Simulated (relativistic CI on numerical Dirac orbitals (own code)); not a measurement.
# One change at a time: Al⁺

Base calculation: Dirac-Coulomb-Breit CI, orbitals from a KLI potential per configuration, model QED, valence Slater integrals scaled by 0.85, P86 correlation energy added to each configuration.

Configuration list (outside the closed core [Ne]): 3s2, 3s 3p, 3p2, 3s 4s, 3s 3d, 3s 4p, 3s 5s, 3s 4d, 3s 4f, 3d2, 3p 4s, 3p 3d, 3s 5p, 3s 5d, 3s 5f, 3s 5g. Levels of other configurations are missing.

Variants: (1) no correlation estimate; (2) self-excluded LDA correlation estimate; (3) QED terms removed; (4) one mean potential for all configurations. Shifts of the energy above 3s2 1S_0, in cm⁻¹, for the lowest level and the first level of each name with at least 55 % of one term (blank where a level changes its place among those of its configuration and J or its character, or is not in the variant):

```tsv
Level	Base	Δ(1)	Δ(2)	Δ(3)	Δ(4)	Measured
3s2 1S_0	0.0	0.0	0.0	0.0	0.0	0.0
3s 3p 3P°_0	35570.1	-500.4	+448.8	+12.9	+52.6	37393.0
3s 3p 3P°_1	35626.7	-500.4	+448.8	+12.7	+52.7	37453.9
3s 3p 3P°_2	35741.9	-500.5	+448.9	+12.4	+53.0	37577.8
3s 3p 1P°_1	58273.9	-617.4	+578.7	+13.0	+473.4	59852.0
3p2 1D_2	84694.7	-1446.0	+1439.5	+19.9	+285.6	85481.4
3s 4s 3S_1	91332.1	-2995.8	+4108.8	+6.5	+547.7	91274.5
3p2 3P_0	92069.8	-793.8	+919.2	+28.1	+365.6	94085.0
3p2 3P_1	92128.3	-793.7	+918.9	+27.9	+366.6	94147.5
3p2 3P_2	92242.2	-793.7	+919.3	+27.5	+368.2	94268.7
3s 3d 3D_3	95135.5	-2168.0	+2069.0	+10.3	+235.4	95549.4
3s 3d 3D_2	95137.3	-2168.0	+2069.0	+10.3	+234.9	95550.5
3s 3d 3D_1	95138.8	-2168.0	+2069.0	+10.4	+234.6	95551.4
3s 4s 1S_0	95810.2	-3006.8	+4110.6	+7.0	+1237.1	95350.6
```

Correlation outside the listed configurations is missing or only estimated: errors of thousands of cm⁻¹ between configurations and terms are usual at this charge. Rates and lifetimes follow the computed energies and can be off by large factors. The fine structure of a lone outer electron comes out too small, for d and f at times inverted, and misplaced configurations move strength between like terms. 28 of the 29 excited levels that our extract of the measured tables holds in this range could be paired (the sources list more); they are missed by 1038 cm⁻¹ on average and 2199 at most, and levels without a partner can miss by more.

Measured levels: NIST Handbook of Basic Atomic Spectroscopic Data (Sansonetti and Martin, J. Phys. Chem. Ref. Data 34, 1559 (2005)).

Ionisation energy from the two ground configurations alone: base 18.39 eV; no correlation estimate 17.54 eV; self-excluded LDA correlation estimate 18.87 eV. The NIST ASD value (measured) is 18.8285 eV. The gap of more than 2 % comes from missing correlation.

LS names give the leading component of a level, which can be under half, so a name can repeat, a term be missing and a line seem to break the LS rules.
